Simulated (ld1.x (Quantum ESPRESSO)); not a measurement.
**Before and after: TM semilocal potential for Ce**

- Element: cerium
- Generator: ld1.x (Quantum ESPRESSO) 7.5
- Type: norm-conserving Troullier–Martins (semilocal form)
- Functional: LDA (PZ)
- Relativity: scalar-relativistic
- Frozen core: [Kr] 4d10 5s2
- Valence charge: 10
- Reference configuration: 4f1 5p6 5d1 6s1.5 6p0 (charge +0.5)
- Partial waves: 5p (bound): rc 2.80 bohr; 5d (bound): rc 2.40 bohr; 4f (bound): rc 1.65 bohr; 6s (bound): rc 3.20 bohr
- Local potential: the s channel
- Core correction: Bessel-smoothed model core inside 1.70 bohr

All-electron outer shells of the reference configuration (LDA (PZ), scalar-relativistic, ld1.x):

```
shell  level (eV)  outermost node (bohr)  outermost maximum (bohr)
   4d     -113.30                   0.31                      0.66
   5s      -43.58                   0.75                      1.37
   5p      -26.15                   0.81                      1.53
   4f       -8.47                      –                      0.71
   6s       -6.25                   1.81                      3.59
   5d       -5.86                   0.92                      2.18
   6p       -3.44                   2.14                      4.60
```

Change: core correction Bessel-smoothed model core inside 1.42 bohr.

Cutoffs: the cutoffs (Ry, on a coarse ladder) from which the occupation-weighted sum of valence levels, in a spherical-Bessel basis at the reference potential, stays within 10 and 1 mRy of its value at 400 Ry; they do not see the model core or the augmentation charge, which bear on the density cutoff. Errors are all-electron minus pseudo energies relative to the spin-unpolarised reference configuration.

Task: Predict the effect on cutoff, ghosts and configuration errors.

Result: The potential gets neither clearly harder nor softer (120 Ry and 140 Ry → 120 Ry and 140 Ry); of the 9 tests that both files solve, the error grows in 3 and shrinks in 3 by more than 15 % and 0.3 meV (median size 105.4 → 98.4 meV); neither file shows a bound ghost at the reference potential, the only one tested. A semilocal file is local in each channel, so a ghost entry of none says nothing of the separable form that plane-wave codes build from it. A model core, the more so a compact one, raises the density cutoff, which this test does not measure.

| quantity | base | changed |
| --- | --- | --- |
| cutoff, loose | 120 Ry | 120 Ry |
| cutoff, tight | 140 Ry | 140 Ry |
| bound ghosts | none | none |
| error for 4f1 5p6 5d1 6s2 6p0, meV [ΔE -2.53 eV] | +1.0 | +1.0 |
| error for 4f1 5p6 5d1 6s1 6p0, meV [ΔE 3.74 eV] | -0.3 | -0.3 |
| error for 4f1 5p6 5d1 6s0 6p0, meV [ΔE 15.09 eV] | -6.2 | -6.2 |
| error for 4f2 5p6 5d0 6s2 6p0, meV [ΔE -2.91 eV] | -10 | -47 |
| error for 4f2 5p6 5d0 6s1 6p0, meV [ΔE 2.91 eV] | -105 | -145 |
| error for 4f2 5p6 5d1 6s0 6p0, meV [ΔE 3.75 eV] | -217 | -250 |
| error for 4f0 5p6 5d1 6s2 6p0, meV [ΔE 10.18 eV] | +166 | +98 |
| error for 4f1 5p6 5d1 6s1.5 6p0 (spin-polarised), meV [ΔE -0.44 eV] | +207 | +109 |
| error for 4f1 5p6 5d1 6s2 6p0 (spin-polarised), meV [ΔE -2.84 eV] | +208 | +110 |
| s: phases at 3.52 bohr within 0.05 rad from the reference energy up to (Ry; the scan ends near 5) | 0.7 | 0.7 |
| p: phases at 3.52 bohr within 0.05 rad from the reference energy up to (Ry; the scan ends near 5) | -0.4 | -0.4 |
| d: phases at 3.52 bohr within 0.05 rad from the reference energy up to (Ry; the scan ends near 5) | 1.4 | 1.4 |
| f: phases at 3.52 bohr within 0.05 rad from the reference energy up to (Ry; the scan ends near 5) | 0.6 | 0.6 |

Base: These tests converged, but a pseudo level misses the all-electron one widely, so the file describes the atom poorly there or has found another state: 4f1 5p6 5d1 6s1 6p0: empty 6p by 3.9 eV; 4f1 5p6 5d1 6s0 6p0: empty 6p by 7.1 eV; 4f0 5p6 5d1 6s2 6p0: empty 6p by 4.4 eV. Changed file: These tests converged, but a pseudo level misses the all-electron one widely, so the file describes the atom poorly there or has found another state: 4f1 5p6 5d1 6s1 6p0: empty 6p by 3.9 eV; 4f1 5p6 5d1 6s0 6p0: empty 6p by 7.1 eV; 4f0 5p6 5d1 6s2 6p0: empty 6p by 4.4 eV.
